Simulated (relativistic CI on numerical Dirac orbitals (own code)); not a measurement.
Ligand-field terms of d5

Computed with a parametric ligand-field model of a d^n configuration (Racah B and C, spin-orbit zeta, crystal field), exact diagonalisation.

Field parameters in Wybourne normalisation: Oh B⁴₀ = 21Dq, B⁴₄ = √(5/14) B⁴₀. The field is a parameter set, without covalency, and values of 10Dq over about 45,000 cm⁻¹ lie beyond real compounds.

B = 960 cm⁻¹, C = 4540 cm⁻¹ (C/B = 4.73), Oh, no spin-orbit coupling. Tanabe-Sugano data, E/B above the lowest term (Δ = |10Dq|; b, c mark the second and third term of a kind):

| Δ/B | 6A1 | 4T1 | 4T2 | 4T1(b) | 2T2 | 2A2 |
| --- | --- | --- | --- | --- | --- | --- |
| 1.0 | 0.00 | 33.52 | 33.63 | 40.23 | 48.67 | 48.74 |
| 3.0 | 0.00 | 32.61 | 33.46 | 41.06 | 47.37 | 48.04 |
| 5.0 | 0.00 | 31.19 | 33.11 | 42.31 | 44.95 | 46.86 |
| 7.0 | 0.00 | 29.55 | 32.55 | 43.70 | 41.89 | 45.39 |
| 9.0 | 0.00 | 27.79 | 31.74 | 45.07 | 38.51 | 43.75 |
| 11.0 | 0.00 | 25.97 | 30.68 | 46.36 | 34.98 | 42.01 |
| 13.0 | 0.00 | 24.11 | 29.41 | 47.50 | 31.35 | 40.20 |
| 15.0 | 0.00 | 22.22 | 27.97 | 48.45 | 27.66 | 38.35 |
| 17.0 | 0.00 | 20.31 | 26.40 | 49.21 | 23.93 | 36.47 |
| 19.0 | 0.00 | 18.38 | 24.75 | 49.80 | 20.17 | 34.57 |
| 21.0 | 0.00 | 16.45 | 23.02 | 50.25 | 16.38 | 32.66 |
| 23.0 | 0.00 | 14.51 | 21.24 | 50.59 | 12.56 | 30.73 |
| 25.0 | 0.00 | 12.56 | 19.43 | 50.85 | 8.73 | 28.79 |
| 27.0 | 0.00 | 10.60 | 17.59 | 51.04 | 4.89 | 26.84 |
| 29.0 | 0.00 | 8.64 | 15.72 | 51.20 | 1.03 | 24.88 |
| 31.0 | 2.84 | 9.52 | 16.68 | 54.17 | 0.00 | 25.77 |
| 33.0 | 6.73 | 11.44 | 18.66 | 58.15 | 0.00 | 27.68 |
| 35.0 | 10.62 | 13.35 | 20.64 | 62.12 | 0.00 | 29.61 |
| 37.0 | 14.51 | 15.28 | 22.61 | 66.09 | 0.00 | 31.53 |
| 39.0 | 18.42 | 17.21 | 24.59 | 70.05 | 0.00 | 33.46 |
| 41.0 | 22.33 | 19.14 | 26.56 | 74.01 | 0.00 | 35.40 |
| 43.0 | 26.25 | 21.08 | 28.53 | 77.97 | 0.00 | 37.33 |
| 45.0 | 30.17 | 23.02 | 30.51 | 81.92 | 0.00 | 39.28 |
| 47.0 | 34.09 | 24.97 | 32.48 | 85.88 | 0.00 | 41.22 |

The ground term changes from 6A1 to 2T2 between Δ/B = 29.0 and 31.0.
